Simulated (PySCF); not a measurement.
Compound: C3H7ClO2S.
Numbering: `[CH3:1][CH2:2][CH2:3][S:4](=[O:5])(=[O:6])[Cl:7]` (hydrogens: H8, H9, H10 on C1; H11, H12 on C2; H13, H14 on C3)

The same species was optimised twice, with GFN2-xTB and with PBE0-D3(BJ)/def2-SVP (PySCF), and the same property calculations (PySCF, gas phase) were run on both structures.

```csv
coordinate,GFN2-xTB,PBE0-D3(BJ)/def2-SVP,change
S4–Cl7 (Å),2.043,2.108,+0.065
S4=O6 (Å),1.426,1.448,+0.022
S4=O5 (Å),1.427,1.446,+0.019
C3–S4 (Å),1.805,1.793,-0.012
C2–C3 (Å),1.510,1.517,+0.007
C1–C2 (Å),1.524,1.520,-0.004
C2–C3–S4 (°),109.9,115.8,+5.9
O5–S4–O6 (°),118.5,121.6,+3.1
C1–C2–C3 (°),112.1,115.0,+2.9
C3–S4–O6 (°),113.0,111.2,-1.8
C3–S4–Cl7 (°),101.1,99.5,-1.6
C3–S4–O5 (°),109.6,108.5,-1.1
O5–S4–Cl7 (°),106.4,106.9,+0.5
O6–S4–Cl7 (°),106.5,106.8,+0.3
C1–C2–C3–S4 (°),76,73,-3
C2–C3–S4–O5 (°),176,176,0
```

Rotational constants: A = 2608, B = 1456, C = 1244 MHz (GFN2-xTB) against A = 2503, B = 1394, C = 1183 MHz (PBE0-D3(BJ)/def2-SVP). Point groups within 0.08 Å: C1 and C1.

On the GFN2-xTB structure: HOMO (eV) -9.04 [PBE0/pcSseg-1]; LUMO (eV) -1.43 [PBE0/pcSseg-1]; dipole (D) 4.26 [PBE0/pcSseg-1]; GIAO shielding of C1 (ppm) 173.2 [PBE0/pcSseg-1]; GIAO shielding of C2 (ppm) 166.4 [PBE0/pcSseg-1]; GIAO shielding of C3 (ppm) 114.6 [PBE0/pcSseg-1]; GIAO shielding of S4 (ppm) 145.8 [PBE0/pcSseg-1]; GIAO shielding of O5/O6 (mean) (ppm) 16.8 [PBE0/pcSseg-1]; GIAO shielding of Cl7 (ppm) 392.7 [PBE0/pcSseg-1].

Question: What do these properties become on the PBE0-D3(BJ)/def2-SVP structure?

Answer: 
| property | level | on GFN2-xTB | on PBE0-D3(BJ)/def2-SVP | change |
| --- | --- | --- | --- | --- |
| HOMO (eV) | PBE0/pcSseg-1 | -9.04 | -9.10 | -0.06 |
| LUMO (eV) | PBE0/pcSseg-1 | -1.43 | -1.89 | -0.46 |
| dipole (D) | PBE0/pcSseg-1 | 4.26 | 4.29 | +0.03 |
| energy, GFN2-xTB geometry as zero (kcal/mol) | PBE0/pcSseg-1 | 0.0 | -4.1 | -4.1 |
| GIAO shielding of C1 (ppm) | PBE0/pcSseg-1 | 173.2 | 171.6 | -1.6 |
| GIAO shielding of C2 (ppm) | PBE0/pcSseg-1 | 166.4 | 164.1 | -2.3 |
| GIAO shielding of C3 (ppm) | PBE0/pcSseg-1 | 114.6 | 112.1 | -2.5 |
| GIAO shielding of S4 (ppm) | PBE0/pcSseg-1 | 145.8 | 119.7 | -26.1 |
| GIAO shielding of O5/O6 (mean) (ppm) | PBE0/pcSseg-1 | 16.8 | -11.0 | -27.8 |
| GIAO shielding of Cl7 (ppm) | PBE0/pcSseg-1 | 392.7 | 324.1 | -68.6 |

The heavy atoms differ by 0.063 Å rms after alignment. Among bonds between heavy atoms S4–Cl7 changes most (+0.065 Å). Changes are differences of the printed values. Neither structure is proved a minimum here.

Shape of the structure used: `[CH3:1][CH2:2][CH2:3][S:4](=[O:5])(=[O:6])[Cl:7]`: C1–C2–C3–S4 73°, C2–C3–S4–O5 176°.
